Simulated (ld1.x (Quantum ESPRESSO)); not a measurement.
Configuration tests for holmium (TM)

ld1.x (Quantum ESPRESSO) 7.5 input, shortened:

```
&input
   title='Ho', zed=67., rel=2, dft='BP', iswitch=3,
   config='[Xe] 4f11 5d0 6s1.5 6p0.5', rel_dist='average'
 /
 &inputp
   pseudotype=2, tm=.true., lloc=-1, rcloc=2.20,
   nlcc=.true., rcore=0.65
 /
4
6S  1  0   1.50   0.00  2.50  2.50  0.0
6P  2  1   0.50   0.00  3.40  3.40  0.0
5D  3  2   0.00   0.00  3.45  3.45  0.0
4F  4  3  11.00   0.00  1.35  1.35  0.0
 &test
   configts(1)='4f11 5d0 6s1.5 6p0.5'
 /
```

Open shells are filled in proportion to 2j + 1 (rel_dist='average').

Energies are relative to the spin-unpolarised reference configuration 4f11 5d0 6s1.5 6p0.5; without spin polarisation the order of configurations can differ from experiment.

```
valence configuration  charge  ΔE all-electron (eV)  error AE − PS (meV)
     4f11 5d0 6s1 6p0      +1                 5.122                 -2.8
     4f11 5d0 6s0 6p0      +2                16.952                  -55
     4f11 5d0 6s1 6p1       0                 1.405                 -1.1
     4f10 5d1 6s1 6p0      +1                10.261                 -862
     4f10 5d0 6s0 6p0      +3                42.921                -1584
     4f10 5d0 6s2 6p0      +1                 9.024                -1213
```

What are ΔE and the potential's error for 4f11 5d0 6s2 6p0?

ΔE = -1.364 eV all-electron; the error (AE − PS) is -1.5 meV.

Levels in the configuration 4f11 5d0 6s1 6p0:

```csv
level,all-electron (eV),pseudo (eV)
4f j=5/2,-10.337,-10.330
4f j=7/2,-9.359,-9.353
6s j=1/2,-9.140,-9.152
```

These tests converged, but a pseudo level misses the all-electron one widely, so the file describes the atom poorly there or has found another state: 4f10 5d1 6s1 6p0: 4f by 2.2 eV (a node warning on the way); 4f10 5d0 6s0 6p0: 4f by 3.2 eV (a node warning on the way); 4f10 5d0 6s2 6p0: 4f by 2.8 eV.

Note: ghost states, extra bound levels that the all-electron valence spectrum of the same l lacks: s at -27.6 eV, p3/2 at -3.9 eV. A true bound ghost makes a file unfit for plane-wave use.
